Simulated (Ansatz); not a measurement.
Stepwise reaction of `F[Si](F)(Br)Br` with hydrogen chloride, as a gas-phase model of exchange steps in deposition or etching. ΔE in kJ/mol; ΔG adds harmonic PBE0-D4 terms to CCSD(T)/CBS, at 1 bar.

Isolated molecules relaxed with PBE0-D4/def2-TZVP in Ansatz; ΔE leaves out vibrations. CCSD(T)/CBS is the MP2 limit (def2-TZVPP, def2-QZVPP) plus CCSD(T) − MP2 in def2-TZVPP, frozen cores. This one scheme is used for every species. DFT in def2-TZVPP. B3LYP here is the variant with VWN-RPA as its local correlation; programs differ in this. For Br outer-core shells are correlated without core-valence functions, which leaves a few kJ/mol of doubt a bond. Scalar relativity is left out up to krypton.

| step | reaction | PBE-D4 | B3LYP-D4 | ωB97M-V | CCSD(T)/CBS | ΔG(500 K) |
| --- | --- | --- | --- | --- | --- | --- |
| 1 | `F[Si](F)(Br)Br` + HCl → `F[Si](Cl)(Br)Br` + H–F | 40.7 | 50.6 | 50.3 | 47.6 | 49.7 |
| 2 | `F[Si](Cl)(Br)Br` + HCl → `Cl[Si](Cl)(Br)Br` + H–F | 39.5 | 49.2 | 48.9 | 44.8 | 52.9 |

By hand: ΔE of the 2 steps together at CCSD(T)/CBS.

(47.6) + (44.8) = 92.4 kJ/mol, or 46.2 kJ/mol a step.

In ΔE the steps differ by no more than 2.8 kJ/mol. All are uphill at CCSD(T)/CBS. ΔG lies between 49.7 and 52.9 kJ/mol a step. PBE-D4 differs from CCSD(T)/CBS by -6.9 to -5.3 kJ/mol a step. Isolated molecules leave out the surface, adducts and barriers. Largest T1 diagnostic: 0.009.
